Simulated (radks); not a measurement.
Initial-state core-level shifts of the neodymium ion Nd+ when its valence configuration changes from [Xe] 4f4 6s1. All-electron calculation, scalar-relativistic Kohn-Sham, LDA (Slater exchange, Perdew-Wang correlation), spin-unpolarised, spherical densities, finite nucleus; Fermi nuclear charge, rms radius 4.9123 fm. Program: a radial shooting solver on a logarithmic mesh with Libxc functionals. Shifts are changes of the shell-averaged eigenvalues in eV (positive: less bound); the change of the density at the nucleus, which sets a Mossbauer isomer shift, is in e/bohr^3, on a base of 4.705e+05.

| valence | 2s | 4d | 5s | 5p | density at nucleus |
|---|---|---|---|---|---|
| 4f3 6s2 | -9.094 | -8.971 | -5.579 | -4.763 | +58.04 |
| 4f4 5d1 | +1.747 | +1.736 | +1.822 | +1.720 | -25.47 |
| 4f4 5d0.5 6s0.5 | +0.907 | +0.900 | +0.939 | +0.885 | -13.22 |
| 4f5 | +5.705 | +5.798 | +3.937 | +3.405 | -37.78 |
| 4f3 5d1 6s1 | -6.727 | -6.661 | -3.351 | -2.687 | +23.62 |
| 4f2 5d1 6s2 | -17.389 | -16.924 | -9.223 | -7.653 | +90.45 |
| 4f3.5 5d0.5 6s0.5 6p0.5 | -3.737 | -3.731 | -2.212 | -1.882 | -1.44 |
| 4f4 6s0.5 6p0.5 | -0.570 | -0.571 | -0.588 | -0.574 | -11.91 |
| 4f4.5 6s0.5 | +3.410 | +3.442 | +2.304 | +1.990 | -21.28 |
